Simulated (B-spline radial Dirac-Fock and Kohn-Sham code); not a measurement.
## What relativity does to the binding energies of Hg⁶¹⁺

System: the Hg⁶¹⁺ ion, [Ar] 3d1.

Both columns are ΔSCF binding energies of the configuration average from an atomic code on a B-spline grid: non-relativistic Hartree-Fock with a point nucleus, and Dirac-Fock with a finite nucleus and the Coulomb interaction alone, averaged over the two j levels with weights 2j+1.

```tsv
shell	Hartree-Fock (eV)	Dirac-Fock (eV)	shift (eV)	shift (%)
1s	80142.6	88266.8	+8124.12	+10.14
2s	17198.6	19473.7	+2275.09	+13.23
2p	16732.2	17551.5	+819.31	+4.90
3s	6875.3	7557.4	+682.09	+9.92
3p	6673.3	6970.4	+297.12	+4.45
3d	6407.3	6445.2	+37.97	+0.59
```

Relativity binds 1s, 2s, 2p, 3s, 3p, 3d more strongly, among those listed most of all 2s in relative terms.

Values without a named source are computed, but for edge energies of neutral atoms, which are taken from tables.
